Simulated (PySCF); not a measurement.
A structure optimised at r2SCAN-D4/def2-TZVP, used in a PySCF frequency run:

```
Si
O 1 1.6438
H 2 0.9612 1 117.46
O 1 1.6438 2 113.58 3 65.91
H 4 0.9612 1 117.46 2 65.91
H 1 1.4799 2 111.58 3 -50.94
H 1 1.4799 6 112.88 4 -120.95
```

Write its SMILES, formula and point group.

O[SiH2]O, H4O2Si, C2

What are its rotational constants (standard atomic weights)?

23.469, 7.2514, 6.0994 GHz
